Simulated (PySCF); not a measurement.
A calculated (UHF, PySCF 2.14, 6-31G*, no relativity, point nucleus) atom or ion has these occupied shells.

```json
{"shell": "1s α", "electrons": "1", "orbital energy (eV)": "-308.47", "rms radius, mean of both spins (bohr)": "0.312"}
{"shell": "1s β", "electrons": "1", "orbital energy (eV)": "-307.24", "rms radius, mean of both spins (bohr)": "0.312"}
{"shell": "2s α", "electrons": "1", "orbital energy (eV)": "-22.312", "rms radius, mean of both spins (bohr)": "1.73"}
{"shell": "2s β", "electrons": "1", "orbital energy (eV)": "-15.644", "rms radius, mean of both spins (bohr)": "1.73"}
{"shell": "2p α", "electrons": "2", "orbital energy (eV)": "-11.679", "rms radius, mean of both spins (bohr)": "1.86"}
```

Task: Name the element and its charge.

Result: C (carbon, neutral), in [He] 2s2 2p2, high-spin 3P determinant.
